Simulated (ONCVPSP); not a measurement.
# Co: one change to an ONCV potential, before and after

- Element: Co
- Generator: ONCVPSP 4.0.1
- Type: optimised norm-conserving Vanderbilt (ONCV)
- Functional: PBEsol
- Relativity: fully relativistic
- Frozen core: [Ar]
- Valence charge: 9
- Reference configuration: 3d7 4s2
- Partial waves: 4s: rc 2.55 bohr, ncon 4, nbas 7, qcut 2.7 1/bohr, 2 projectors, debl 0.7 Ha; p scattering state at 0.16 Ha: rc 1.95 bohr, ncon 5, nbas 8, qcut 4.4 1/bohr, 2 projectors, debl 2.1 Ha; 3d: rc 1.65 bohr, ncon 4, nbas 9, qcut 11 1/bohr, 1 projector
- Local potential: polynomial inside 1.60 bohr (lpopt 5, dvloc0 0 Ha)
- Core correction: none

Open shells are filled in proportion to 2j + 1.

All-electron outer shells of the reference configuration (PBEsol, scalar-relativistic, ld1.x):

```csv
shell,level (eV),outermost node (bohr),outermost maximum (bohr)
3p,-65.51,0.28,0.68
3d,-8.23,–,0.66
4s,-5.49,0.96,2.32
```

Change: scalar-relativistic.

Cutoffs: the cutoffs (Ha) at which the residual kinetic energy of the hardest occupied pseudo-wave falls to 1 and 0.1 mHa per electron; they do not see the model core or the augmentation charge, which bear on the density cutoff. Errors are all-electron minus pseudo energies relative to the spin-unpolarised reference configuration.

Q: Predict the effect on cutoff, ghosts and configuration errors.

A: The potential gets neither clearly harder nor softer (42 Ha and 48 Ha → 42 Ha and 48 Ha); both files keep a bound ghost (p); of the 4 tests that both files solve, the error grows in 2 and shrinks in 1 by more than 15 % and 0.3 meV (median size 8.6 → 7.8 meV).

| quantity | base | changed |
| --- | --- | --- |
| cutoff, loose | 42 Ha | 42 Ha |
| cutoff, tight | 48 Ha | 48 Ha |
| loose cutoff by channel | s 4.2 Ha, d 42 Ha | s 4.2 Ha, d 42 Ha |
| bound ghosts | p3/2, p1/2 | p |
| GHOST(+) flags under 300 eV | s at 53.4 eV | s at 53.4 eV |
| error for 3d7 4s1, meV [ΔE 9.05 eV] | -2.4 | -3.3 |
| error for 3d7 4s0, meV [ΔE 25.74 eV] | +15 | +12 |
| error for 3d6 4s0, meV [ΔE 61.58 eV] | -67 | -72 |
| error for 3d7 4s1.5, meV [ΔE 3.61 eV] | -0.7 | -1.1 |
| s: phases at 2.60 bohr within 0.05 rad from the reference energy up to (Ha; the scan ends near 5) | 1.7 | 1.7 |

 A true bound ghost makes a file unfit for plane-wave use even where its test errors are small: the radial tests pick states by their node count and pass the ghost by.
